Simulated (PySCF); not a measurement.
Al(Br)2(OMe) (CH3AlBr2O), SMILES C[O][Al]([Br])[Br].

Coordinates come from a PBE-D3(BJ)/def2-SVP optimisation. The values are those of a single conformer.

Computed with PySCF with PBE-D3(BJ)/def2-SVP.

Frequencies are harmonic and unscaled.

```
mode  ν (cm⁻¹)  IR (km/mol)  moving atoms (share of kinetic energy)
----  --------  -----------  --------------------------------------
1           71          3.2                 C 46 %, Br 29 %, H 21 %
2           86          0.1                                  H 80 %
3           93          1.0         H 40 %, O 30 %, C 14 %, Al 13 %
4           99          1.1                 Br 68 %, Al 14 %, O 9 %
5          202         33.9                         Al 69 %, O 26 %
6          212         12.3         O 51 %, Br 22 %, C 17 %, H 10 %
7          294          6.6                Br 46 %, O 29 %, Al 19 %
8          512        174.6                        Al 84 %, Br 15 %
9          737         59.9                 Al 50 %, C 22 %, O 20 %
10        1137         66.5                  H 64 %, C 23 %, O 12 %
11        1143          0.0                          H 77 %, C 19 %
12        1196        282.1                  O 52 %, C 31 %, H 13 %
13        1421          1.4                                  H 97 %
14        1424          1.7                                  H 95 %
15        1428         16.8                           H 90 %, C 8 %
16        2924         93.3                                  H 97 %
17        3006         32.9                          H 90 %, C 10 %
18        3016         27.6                          H 90 %, C 10 %
```
